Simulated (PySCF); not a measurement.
A side-by-side comparison of computed properties.

First species: C₇H₁₃N.
SMILES: `C[C@@H]1C[C@@H]2CC[C@H]1N2`

Second species: C₃H₂ClOP.
SMILES: `ClC1=CP=CO1`

Levels: B3LYP/def2-SVPD for HOMO energy, LUMO energy, HOMO–LUMO gap and static isotropic polarisability; TDDFT B3LYP/def2-SVPD for lowest singlet excitation; TDA B3LYP/def2-SVPD for lowest triplet excitation (Tamm–Dancoff); ΔSCF B3LYP/def2-SVPD for vertical ionisation energy. Geometries: PBE0-D3(BJ)/def2-SVP. Each structure is a single optimised conformer of the isolated species, non-relativistic unless stated. Electronic properties by PySCF.

Values for the first species:

```
HOMO energy                              : -6.51 eV
LUMO energy                              : 0.34 eV
HOMO–LUMO gap                            : 6.85 eV
Lowest singlet excitation                : 5.91 eV
Lowest triplet excitation (Tamm–Dancoff) : 5.77 eV
Static isotropic polarisability          : 85.6 au
Vertical ionisation energy               : 8.83 eV
```

Task: Estimate the same properties for the second species, and the change in each.

Result: 
```csv
property,first,second,second less first
HOMO energy,-6.51 eV,-6.80 eV,-0.29 eV
LUMO energy,0.34 eV,-1.42 eV,-1.76 eV
HOMO–LUMO gap,6.85 eV,5.38 eV,-1.47 eV
lowest singlet excitation,5.91 eV,5.11 eV,-0.80 eV
lowest triplet excitation (Tamm–Dancoff),5.77 eV,3.22 eV,-2.55 eV
static isotropic polarisability,85.6 au,75.0 au,-10.6 au
vertical ionisation energy,8.83 eV,8.93 eV,+0.10 eV
```

On the first: S1 lies 0.94 eV below the HOMO–LUMO gap; its leading configuration is HOMO→LUMO, weight 0.94. The polarisability is 12.69 Å³ as a volume (1 au = 0.148185 Å³), or 1.38 au for each of the 62 electrons.

On the second: The vertical singlet–triplet gap S1 − T1 is 1.89 eV (TDDFT singlet less Tamm–Dancoff triplet; S1: HOMO→LUMO, weight 0.87; T1: HOMO→LUMO, weight 0.94). The principal polarisabilities are 50.0, 73.4 and 101.6 au; their mean is the isotropic value.
